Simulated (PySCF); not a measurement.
**Field gradients at the hydrogen positions**

Species: C7H9ClF2.
Structure used (GFN2-xTB), in Å, numbered top down from 1:
```xyz
19
C7H9ClF2 angstrom
C      2.6157    0.5729   -0.8807
C      1.8495   -0.4910   -0.7334
C      0.4004   -0.5465   -1.1245
C     -0.4652   -0.7132    0.0955
C     -1.1468   -1.8303    0.3102
Cl    -2.1610   -2.0734    1.6855
C     -0.5152    0.4565    1.0385
C     -1.7061    1.3535    0.7214
F     -1.5493    1.9589   -0.4832
F     -1.8058    2.3534    1.6300
H      3.6513    0.5752   -0.5863
H      2.2408    1.4858   -1.3147
H      2.2405   -1.3985   -0.2934
H      0.2393   -1.3839   -1.8059
H      0.1230    0.3795   -1.6318
H     -1.1237   -2.6762   -0.3577
H      0.3955    1.0519    0.9505
H     -0.6276    0.1194    2.0704
H     -2.6653    0.8153    0.7021
```

Level: PBE0/pcSseg-1 (PySCF, non-relativistic); Q(2H) = 0.00286 b; rigid geometry, the same for H and D, with no vibrational averaging.

Question: Rank these positions by the coupling χzz of a deuteron there, largest first.
A. H19 (methine hydrogen)
B. H14 (methylene hydrogen)
C. H12 (vinylic hydrogen)
D. H17 (methylene hydrogen)
E. H13 (vinylic hydrogen)

Answer: C (224 kHz), E (218 kHz), B (204 kHz), D (199 kHz), A (179 kHz).

Question: Give the electric field gradient Vzz (the principal value of largest size), its asymmetry and the 2H coupling at each hydrogen.

Answer: 
```
atom  bonded to  bond length (Å)  Vzz (au)     η  χzz (kHz)
 H11         C1            1.077    0.3377  0.05        227
 H12         C1            1.078    0.3335  0.05        224
 H13         C2            1.082    0.3241  0.06        218
 H14         C3            1.092    0.3037  0.02        204
 H15         C3            1.092    0.2979  0.01        200
 H16         C5            1.078    0.3276  0.11        220
 H17         C7            1.092    0.2963  0.02        199
 H18         C7            1.091    0.2978  0.02        200
 H19         C8            1.100    0.2667  0.03        179
```

Question: How does χzz go with the bond length over the 9 C–H bonds?

Answer: A straight-line fit has a slope of -18.4 kHz for each 0.01 Å, with a correlation coefficient of -0.98, over lengths from 1.077 to 1.100 Å. The longer bonds have the smaller couplings here.

Isolated species at its GFN2-xTB geometry (one conformer only). GFN2-xTB bond lengths can be off by several hundredths of an ångström, more for odd bonds, and the gradients follow them. These gradients aren't converged with respect to the basis.
